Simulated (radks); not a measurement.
Task: Numerical settings for the molybdenum ion Mo+, [Kr] 4d5. All-electron calculation, scalar-relativistic Kohn-Sham, PBE, spin-polarised, spherical densities, finite nucleus; open shells are filled with parallel spins first (spin-orbit coupling, left out, can overturn this in heavy ions); Fermi nuclear charge, rms radius 4.4091 fm. Program: a radial shooting solver on a logarithmic mesh with Libxc functionals. The defaults (mesh step 0.008 in ln r, mesh end at 40 bohr or more with all orbitals vanishing there, Anderson mixing 0.5 over 9 steps, residual threshold near 1e-9 with the energy settled to 1e-9 hartree or 1e-11 of itself, here a cap of 94 iterations) give E = -4048.4580 hartree and 4d at -11.424 eV in 14 iterations. Run on one thread of a shared host, so times are rough (Intel(R) Xeon(R) Platinum 8488C): 0.17 s of CPU time, 0.17 s wall, 14 iterations on 2259 mesh points. One setting is changed at a time: mesh step in ln r 0.05; mesh step in ln r 0.03; mesh step in ln r 0.12; mesh end (bohr) 3; mesh end (bohr) 8; residual threshold 0.001; residual threshold 1e-16; mixing 0.05; linear mixing, mixing 0.8; linear mixing, mixing 0.5; mixing history 2; iteration cap 3. Which runs fail to converge, and which converge to a wrong energy?

Result: Not converged within the cap: mesh step in ln r 0.12; residual threshold 1e-16; linear mixing, mixing 0.8; iteration cap 3. Settled on a wrong energy, with an occupied level pushed above zero by the early mesh end: mesh end (bohr) 3 (+0.907 hartree). Apart from these: no run marked as converged misses the energy by more than 1 mhartree.
